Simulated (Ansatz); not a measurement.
One change: `F[Si](F)(F)B(Cl)Cl` becomes `F[Si](F)(F)I`.

Ansatz, PBE0-D4/def2-TZVP geometries, multiplicity 1. Each molecule was computed in one conformer, which needn't be the lowest.

Elements past krypton have def2 core potentials.

```json
{"property": "LUMO energy (PBE/def2-TZVPP) / eV", "`F[Si](F)(F)B(Cl)Cl`": "-3.70"}
{"property": "HOMO energy (ωB97M-V/def2-TZVPP) / eV", "`F[Si](F)(F)B(Cl)Cl`": "-11.29"}
{"property": "LUMO energy (ωB97M-V/def2-TZVPP) / eV", "`F[Si](F)(F)B(Cl)Cl`": "-0.74"}
{"property": "HOMO–LUMO gap (B3LYP/def2-TZVPP) / eV", "`F[Si](F)(F)B(Cl)Cl`": "5.93"}
{"property": "LUMO energy (PBE0/def2-TZVPP) / eV", "`F[Si](F)(F)B(Cl)Cl`": "-2.84"}
{"property": "HOMO energy (PBE/def2-TZVPP) / eV", "`F[Si](F)(F)B(Cl)Cl`": "-7.75"}
```

(1) Give the same properties after the change, and the shifts. (An estimate is asked.)

Results:

(1) Computed: 
| property | `F[Si](F)(F)I` | shift |
| --- | --- | --- |
| LUMO energy (PBE/def2-TZVPP) / eV | -1.66 | 2.04 |
| HOMO energy (ωB97M-V/def2-TZVPP) / eV | -10.75 | 0.54 |
| LUMO energy (ωB97M-V/def2-TZVPP) / eV | 1.22 | 1.96 |
| HOMO–LUMO gap (B3LYP/def2-TZVPP) / eV | 7.32 | 1.39 |
| LUMO energy (PBE0/def2-TZVPP) / eV | -0.74 | 2.10 |
| HOMO energy (PBE/def2-TZVPP) / eV | -7.40 | 0.35 |

With PBE0 the HOMO rises by 0.54 eV and the LUMO rises by 2.10 eV, so the gap widens by about 1.56 eV. PBE moves the HOMO by 0.35 eV and ωB97M-V by 0.54 eV.

B3LYP here is the variant with VWN-RPA as its local correlation; programs differ in this.

Spin–orbit coupling is left out; it splits and shifts lone-pair levels of the heavy atoms by tenths of an eV.
